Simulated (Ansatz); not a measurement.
C2H7BFN can be A, `BCC(N)F`, or B, `BN(C)CF`.

Isolated molecules relaxed with PBE0-D4/def2-TZVP in Ansatz; ΔE leaves out vibrations. CCSD(T)/CBS is the MP2 limit (def2-TZVPP, def2-QZVPP) plus CCSD(T) − MP2 in def2-TZVPP, frozen cores. DFT in def2-TZVPP. B3LYP here is the variant with VWN-RPA as its local correlation; programs differ in this. One conformer a species, not always the lowest.

**Question.** Which isomer does CCSD(T)/CBS put lower? Give the gap. (Estimate.)

**Answer.** The calculation gave: B, by 95.0 kJ/mol.

**Question.** Give E(B) − E(A) in kJ/mol with HF/def2-TZVPP, ωB97M-V, B3LYP, CCSD/def2-TZVPP, PBE0-D4, CCSD(T)/def2-TZVPP, B3LYP-D4. (An estimate is asked.)

**Answer.** Computed: HF/def2-TZVPP -89.9, ωB97M-V -92.3, B3LYP -98.2, CCSD/def2-TZVPP -96.2, PBE0-D4 -94.1, CCSD(T)/def2-TZVPP -98.5, B3LYP-D4 -99.7. None reverses the order clearly.

Largest T1 diagnostic: 0.012.

In def2-TZVPP, CCSD(T) changes the Hartree–Fock value by −8.6 kJ/mol (the triples alone add −2.3 kJ/mol) and MP2 by −8.9 kJ/mol.
